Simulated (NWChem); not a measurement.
benzothiadiazole (C6H4N2S); SMILES c1ccc2nsnc2c1

Computed with NWChem. Pople sets run with spherical d functions. Coordinates come from a PBE0/def2-SVP optimisation. No frequency run checked for a minimum. Total energies of different functionals are on different scales.

```
level                                           energy (Ha)  highest occupied level (eV)  orbital gap (eV)  dipole (D)
----------------------------------------------  -----------  ---------------------------  ----------------  ----------
B3LYP/6-31G*                                      -738.7062                        -6.61              4.33        1.92
PBE/6-31G*                                        -738.1221                   (withheld)              3.02        1.84
BP86/6-31G*                                       -738.7414                        -5.98              3.02        1.85
TPSSh/6-31G*                                      -738.7415                        -6.30              3.75        1.99
LC-BLYP (range parameter 0.33 per bohr)/6-31G*    -737.5960                        -8.90              8.67        1.92
B97-D/6-31G*                                      -738.4551                        -5.81              3.01        1.90
HCTH/407/6-31G*                                   -738.6892                        -6.05              3.02        1.90
```

**Question.** Some entries are withheld; supply them.

**Answer.** 
- PBE/6-31G*, highest occupied level (eV): -5.89
